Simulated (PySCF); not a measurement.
C2H7AlClN.

```xyz
12

Al    -0.2531     0.1121     0.0000
Cl     0.6628     2.0261     0.0000
C     -2.1893    -0.0669     0.0000
H     -2.5179    -1.1186     0.0000
H     -2.6263     0.4251     0.8853
H     -2.6263     0.4251    -0.8853
N      0.8709    -1.2592     0.0000
C      0.5824    -2.6824     0.0000
H      1.8708    -1.0708     0.0000
H      0.9867    -3.2001    -0.8907
H      0.9867    -3.2001     0.8907
H     -0.5064    -2.8518     0.0000
```

Geometry optimised at B3LYP-D3(BJ)/def2-SVP. The structure was generated by enumeration; whether it is a known compound was not checked. The values are those of a single conformer.

All values below come from PBE0/pcSseg-1 (PySCF). Non-relativistic, no solvent.

Computed absolute GIAO shielding of each atom: isotropic value and principal components (ppm):
| atom | σ(iso) | σ11 | σ22 | σ33 | span |
|---|---|---|---|---|---|
| Al1 | 374.3 | 333.2 | 341.1 | 448.6 | 115.4 |
| Cl2 | 964.4 | 863.8 | 951.8 | 1077.5 | 213.7 |
| C3 | 200.9 | 194.4 | 203.7 | 204.6 | 10.3 |
| H4 | 31.5 | 26.1 | 29.2 | 39.0 | 12.9 |
| H5 | 31.5 | 26.9 | 28.4 | 39.3 | 12.3 |
| H6 | 31.5 | 26.9 | 28.4 | 39.3 | 12.3 |
| N7 | 208.0 | 160.5 | 214.5 | 248.9 | 88.4 |
| C8 | 151.9 | 126.5 | 145.8 | 183.2 | 56.7 |
| H9 | 30.1 | 21.8 | 30.1 | 38.4 | 16.6 |
| H10 | 28.5 | 23.4 | 26.2 | 35.9 | 12.5 |
| H11 | 28.5 | 23.4 | 26.2 | 35.9 | 12.5 |
| H12 | 28.6 | 23.8 | 28.6 | 33.3 | 9.5 |
